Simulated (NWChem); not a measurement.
GaH3S2; SMILES [SH][GaH][SH]

```xyz
6

Ga     0.0000     0.0000    -0.5820
H      0.0000     0.0000    -2.1408
S     -1.8446    -0.0253     0.6183
H     -2.6569    -0.0357    -0.4617
S      1.8446     0.0253     0.6183
H      2.6569     0.0357    -0.4617
```
Atoms are numbered in this order, from 1.

Level: PBE0/def2-SVP (NWChem), optimised geometry, unscaled harmonic frequencies. 

List the harmonic frequencies with IR intensities, and the thermochemistry.


```tsv
frequency (cm⁻¹)	IR intensity (km/mol)
114	2.2
229	0.0
274	14.9
391	8.8
434	71.9
466	54.4
566	117.8
700	21.7
726	2.8
2009	141.8
2718	1.2
2718	0.0
```

```
Item                                                                               Result
-----------------------------------------------------------------------  ----------------
zero-point energy                                                           16.2 kcal/mol
thermal correction to the enthalpy at 298.15 K (with zero-point energy)     20.4 kcal/mol
heat capacity Cv                                                         18.4 cal/(mol K)
entropy at 298.15 K and 1 atm (symmetry number 2)                        76.1 cal/(mol K)
dipole moment                                                                      2.31 D
```

Rigid rotor and harmonic oscillator.
